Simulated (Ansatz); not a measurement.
Reaction (atomization): `C=CN([SiH2]Cl)[SiH2]Cl` → 2 C• + 2 Cl• + 7 H• + N• + 2 Si•

Calculated with Ansatz (gas phase, PBE0-D4/def2-TZVP geometries, no zero-point term in ΔE). CCSD(T)/CBS is the MP2 limit (def2-TZVPP, def2-QZVPP) plus CCSD(T) − MP2 in def2-TZVPP, frozen cores. This one scheme is used for every species, atoms too. DFT in def2-TZVPP. B3LYP here is the variant with VWN-RPA as its local correlation; programs differ in this. HSE06 is defined as in plane-wave codes. Open shells (•) are unrestricted, without spin–orbit coupling. Spin–orbit coupling would lower the free atoms: a little for C, Cl, Si. Each species was taken in one conformer, which may not be the lowest.

CCSD(T)/CBS gives +5097.8 kJ/mol.

Another level gave +5122.7 kJ/mol. Which?
A. B3LYP/def2-TZVPP
B. ωB97X-V/def2-TZVPP
C. HSE06/def2-TZVPP
D. BLYP/def2-TZVPP

B. ωB97X-V 5122.7, B3LYP 5010.9, HSE06 5062.1, BLYP 4964.3 kJ/mol.

What do rigid-rotor, harmonic-oscillator terms from PBE0-D4/def2-TZVP frequencies (298.15 K, 1 bar) make of the CCSD(T)/CBS value? (An estimate is asked.)

Ansatz gave: ΔZPE = -231.8 kJ/mol, ΔH = +4924.1 kJ/mol, ΔS = 1515 J/(mol·K), ΔG = +4472.4 kJ/mol. Open shells count their whole term as degenerate. Modes under 50 cm⁻¹ make the entropy rough.

Largest T1 diagnostic among the species: 0.012.

The D4 term adds +75.9 kJ/mol with B3LYP and +40.7 kJ/mol with PBE0; it sums over pairs of atoms, weighted by their polarisabilities, and B3LYP, whose exchange is more repulsive, gets the larger term. Leaving LDA and LC-ωPBE aside and taking each functional with its dispersion term where it has one, the values, not all of them listed here, spread over 188.4 kJ/mol, from BHLYP-D4 to PBE-D4. LDA lies +659.7 kJ/mol from PBE without D4, its usual overbinding.

For atomizations the MP2-based limit and the directly extrapolated one differ by several kJ/mol either way, and by 10 to 25 for some Ge, Se and Sn compounds, so smaller differences from it don't rank the levels.
